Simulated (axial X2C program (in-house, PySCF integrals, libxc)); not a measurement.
**HWH: properties at the nuclei**

Calculated with an axial X2C code built on PySCF integrals: two-component X2C with atomic mean-field Coulomb and Gaunt terms, Gaussian nuclei, basis H dyall-v3z, W dyall-v3z with contracted cores.

H–W–H held linear, with bonds 1.822 and 1.822 Å (near the PBE0 minimum at charge 0 of the determinant lowest at the starting distance; the state shown can have its own minimum elsewhere, held linear; other orders of the atoms were not compared).

Determinant lowest in the PBE0 search, Ω = 1 (⟨Sz⟩ = 1.97, ⟨Lz⟩ = -0.97 at PBE0), spin on the atoms H -0.03, W 2.03, H -0.03:

```
    level  A∥/gI H (MHz)  qzz H (a.u.)  A∥/gI W (MHz)  qzz W (a.u.)
     PBE0          -4.86          0.08           3350        -11.31
       HF          -9.73          0.09           2650        -12.64
BHandHLYP          -3.08          0.08           3010        -11.73
```

Determinant 0.26 eV from it at PBE0 and this distance, Ω = 3 (⟨Sz⟩ = 1.97, ⟨Lz⟩ = 1.03 at PBE0), spin on the atoms H -0.03, W 2.03, H -0.03:

| level | A∥/gI H (MHz) | qzz H (a.u.) | A∥/gI W (MHz) | qzz W (a.u.) |
| --- | --- | --- | --- | --- |
| PBE0 | 0.874 | 0.08 | 1590 | -10.86 |
| HF | -0.754 | 0.09 | 1270 | -11.97 |
| BHandHLYP | 1.35 | 0.08 | 1480 | -11.15 |

A∥ (defined per Ω) follows by multiplying with gI = μI/(I μN); qzz is the electric field gradient, eQq0 = 234.96 MHz × Q/barn × qzz. The operators were transformed with the bare-nucleus X2C matrices; with these basis sets, hyperfine constants and field gradients can be off by tens of per cent, and where levels differ in sign neither size nor sign is settled.

Problem. With gI(183W) = 0.2356 (g factors from the IAEA table of nuclear moments by Stone), turn the PBE0 values of the first state into constants in MHz.

Solution. A∥(183W) = 3350 × 0.2356 = 789 MHz.

The molecule was held linear; bending was not examined, so a bent shape may lie lower.

Each state is one determinant with collinear spin, which with several unpaired electrons need not be a pure state. Unrestricted Hartree–Fock can overshoot spin polarisation at the nuclei. With several open shells hyperfine constants can be off by a factor of several. Open-shell Ω = 0 determinants with evenly filled partner blocks cannot be reached by this program, so the Ω shown need not be the lowest component. The search compared states at one distance, so a state with another bond length can lie lower. Where a field gradient or hyperfine factor spreads by more than a factor of two over the levels, a constant derived from it is not to be relied on. PBE0 term energies can be off by some tenths of an eV.
